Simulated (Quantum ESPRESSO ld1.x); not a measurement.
Values are calculated unless marked as measured or tabulated.
Task: These are the eigenvalues of the occupied orbitals of an atom or ion with whole-number occupations (Ry). Level of theory: scalar-relativistic Kohn-Sham, LDA (Slater exchange, VWN5 correlation), spin-unpolarised, spherical densities, point nucleus (ld1.x of Quantum ESPRESSO 7.5).

1s: -2038.82
2s: -306.472
2p: -275.384
3s: -59.2011
3p: -49.0197
3d: -33.1632
4s: -10.1195
4p: -7.07532
4d: -2.70238
5s: -1.77308

Which element is it, and in what charge state? The configuration may be excited.

Result: Z = 49, indium, charge +2: In2+ in [Kr] 4d10 5s1. The list shows which subshells hold electrons but not how many an open one holds; the 1s level, -1019.4 hartree, gives Z - s = 45.2 by -(Z - s)^2/2, which with screening and relativity narrows Z to a few neighbours, and the depths of the outer levels then fix element, charge and occupations together.
